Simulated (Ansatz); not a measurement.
This geometry of C₂H₆CrO₂ (11 atoms, charge 0, multiplicity 1) is a first-order saddle point.

Level of theory: Ansatz, RHF/def2-SVP.

```xyz
11
Properties=species:S:1:pos:R:3
C -1.449 0.676 0.458
Cr 0.272 0.533 -0.534
C 1.188 -1.136 0.019
O -0.022 0.409 -2.004
O 1.162 1.678 -0.134
H -1.423 1.577 1.064
H -2.261 0.683 -0.262
H -1.479 -0.220 1.081
H 2.117 -1.183 -0.544
H 0.523 -1.960 -0.234
H 1.371 -1.057 1.089
```

Task: Which two structures does it join? (They come from a converged band through this point; their orientation in space is the band's.)

Result: No bond is made or broken. The dihedral H8–C1–Cr2–O4 goes from 55 to 177°. The two ends are copies of one structure, up to a mirror image or an exchange of like atoms.

First end point:

```xyz
11
Properties=species:S:1:pos:R:3
C -1.505 0.529 0.326
Cr 0.195 0.405 -0.686
C 1.330 -0.893 0.292
O -0.105 -0.161 -2.049
O 0.869 1.750 -0.645
H -1.260 0.873 1.328
H -2.118 1.253 -0.206
H -1.959 -0.460 0.320
H 2.255 -0.968 -0.275
H 0.795 -1.840 0.310
H 1.503 -0.487 1.286
```

Last end point:

```xyz
11
Properties=species:S:1:pos:R:3
C -1.387 0.691 0.503
Cr 0.309 0.558 -0.515
C 1.109 -1.192 -0.040
O -0.020 0.546 -1.984
O 1.233 1.646 -0.038
H -1.818 1.656 0.246
H -2.026 -0.129 0.181
H -1.134 0.636 1.560
H 2.034 -1.266 -0.609
H 0.399 -1.962 -0.335
H 1.300 -1.183 1.031
```

Task: How far does it lie above each of them?

Result: 0.052 eV above the first and 0.052 eV above the second. This is the barrier of this one path; another mechanism may lie lower.

The run took 78 s on 2 threads of Arm Neoverse V1 (shared host), peak memory 0.35 GiB.
